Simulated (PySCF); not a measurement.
An unknown shows these calculated signals:

$^{1}$H NMR (400 MHz, computed): δ 6.57 (m, 1H), 5.69 (m, 1H), 5.21 (m, 1H), 3.18 (m, 1H), 3.01 (m, 1H), 1.96 (m, 1H), 0.59 (m, 1H).

$^{13}$C{$^{1}$H} NMR (computed): δ 110.7 (CH), 99.8 (C), 76.1 (C), 5.2 (CH), 0.8 (CH).

Method: coordinates at the GFN2-xTB level, PBE0/pcSseg-1 with gauge-including orbitals, in PySCF (single conformer, no solvent, non-relativistic).

References, each an isolated molecule treated in the same way: $^{1}$H and $^{13}$C vs TMS.

**Question.** Which of these does the molecule contain: a vinyl group CH=CH2, a three-membered ring, a C≡C triple bond, a ketone, an S-methyl group, a Si–H bond?

**Answer.** 
- A vinyl group CH=CH2: no.
- A three-membered ring: yes.
- A C≡C triple bond: yes (δC 76.1, 99.8).
- A ketone: no.
- An S-methyl group: no.
- A Si–H bond: yes (δH 3.18 (m), 3.01 (m)).

The data belong to `FC(F)C#C[C@@H]1[SiH2][C@@H]1[SiH2]Cl`, C₅H₇ClF₂Si₂; they needn't prove each group on their own.

Carbon signals by region: 1 in the sp2 and nitrile region (100–160 ppm), 2 at 50–100 ppm, 2 below 50 ppm.

Splittings by $^{19}$F in the carbon and heteronuclear signals aren't shown, as no couplings were computed. Shifts are as computed. Against solution values, carbons near 30 ppm lie about +3 ppm off and those near 130 ppm about +5 ppm. Of 1309 compounds with measured shifts, 239 miss one by over three times the rms of a fit or turn the order of signals round; such compounds aren't used in these exercises. Multiplicities follow the n + 1 count of equivalent neighbours, as no J values were calculated; m marks all less simple cases, F and P coupling included.
